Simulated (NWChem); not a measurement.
# SiHBrF2; SMILES [SiH](F)(Br)F

This build's default masses of Se (78.918 u) and Br (79.917 u) are each other's, which moves their modes by up to 0.6 %.

Q: Give the equilibrium geometry at B3LYP/6-31G* (spherical d) (NWChem) as a list of bonds and angles, with the point group.

A: point group Cs; any orientation.
Bonded distances (Å): Si1–F2 1.596, Si1–F3 1.596, Si1–Br4 2.208, Si1–H5 1.469. Bond angles (°): F2–Si1–F3 107.6, F2–Si1–Br4 109.2, F2–Si1–H5 110.1, F3–Si1–Br4 109.2, F3–Si1–H5 110.1, Br4–Si1–H5 110.5.
